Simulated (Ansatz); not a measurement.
Method: Ansatz (a program for electronic structure) with frozen-core CCSD(T)/cc-pVTZ // r2SCAN-D4/def2-TZVP.

Ansatz 0.2 input:
```yaml
crystal:
  periodic: [false, false, false]
  atoms:
    - { symbol: S, position_ang: [-1.444925, -1.354253, -0.784758] }
    - { symbol: Si, position_ang: [0.056949, -0.240729, 0.223744] }
    - { symbol: S, position_ang: [1.791787, -0.705773, -0.910578] }
    - { symbol: S, position_ang: [-0.352986, 1.839357, 0.395265] }
    - { symbol: Cl, position_ang: [0.244759, -0.797437, 2.194394] }
    - { symbol: H, position_ang: [-2.422047, -0.876485, 0.007322] }
    - { symbol: H, position_ang: [2.565728, 0.124523, -0.188051] }
    - { symbol: H, position_ang: [-0.439267, 2.010797, -0.937339] }
basis:
  gaussian: { orbitals: cc-pVTZ }
correlation:
  method: ccsd_t
```

Output:

```
Functional definition: HF
1225 factors; integrals over basis functions are off by at most 1.2e-3 eV
mean field evaluation 1: about -52869.5440 eV, gradient 2.3e1 eV
mean field evaluation 2: about -52869.9609 eV, gradient 2.4e1 eV
mean field evaluation 4: about -52872.0372 eV, gradient 3.5e0 eV
mean field evaluation 8: about -52872.1134 eV, gradient 2.4e-1 eV
mean field evaluation 16: about -52872.1138 eV, gradient 1.2e-6 eV
mean field -52872.11377984 eV, -1943.0143434034 hartree, gradient 1.2e-6 eV, S^2 0.000000; 0 other end points of the search recorded, 0 dependent functions left out
25 core orbitals not correlated
reference -52872.11377984 eV, -1943.0143434034 hartree; 16, 16 occupied and 171, 171 virtual orbitals, 1225 factors
second order -22.73880684 eV of doubles, -0.00000000 eV of singles
cycle   1  -23.89005277 eV  change    -1.2e0 eV  update   1.0e-1
cycle   2  -24.45142819 eV  change   -5.6e-1 eV  update   2.9e-2
cycle   3  -24.54910068 eV  change   -9.8e-2 eV  update   1.3e-2
cycle   4  -24.54109818 eV  change    8.0e-3 eV  update   3.0e-3
cycle   5  -24.53949451 eV  change    1.6e-3 eV  update   1.1e-3
cycle   6  -24.53910057 eV  change    3.9e-4 eV  update   3.1e-4
cycle   7  -24.53898761 eV  change    1.1e-4 eV  update   1.2e-4
cycle   8  -24.53901827 eV  change   -3.1e-5 eV  update   3.5e-5
perturbative correction -1.16535787 eV, -0.0428261117 hartree
Total energy: -52897.81815598 eV, -1943.9589618034 hartree
```

Cost: around 3 core-minutes (rough).
